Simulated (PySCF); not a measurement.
Electron correlation in Tc⁺ (technetium, charge +1)

[Kr] 4d6, high-spin 5D determinant (an excited configuration). Calculation: PySCF 2.14, in def2-QZVPPD with the def2 core potential (28 electrons) (7s5p4d4f2g, 88 functions); scalar relativity through the core potential. Frozen: nothing; 14 electrons correlated.

MP2 pair energies summed by pair of shells (mhartree):

```csv
pair,energy,share (%)
4p-4d,-171.47,40.0
4d-4d,-111.68,26.1
4p-4p,-80.26,18.7
4s-4p,-34.92,8.1
4s-4d,-24.71,5.8
4s-4s,-5.66,1.3
```

Total MP2 correlation energy: -428.69 mhartree.

Same-spin part -138.66 and opposite-spin part -290.03 mhartree; SCS-MP2 scales them by 1/3 and 6/5 to -394.25 mhartree.

The basis has no tight functions for the innermost shells, so their pair energies are far from complete.

This basis was not built for core-valence correlation, so the inner-shell part is incomplete.
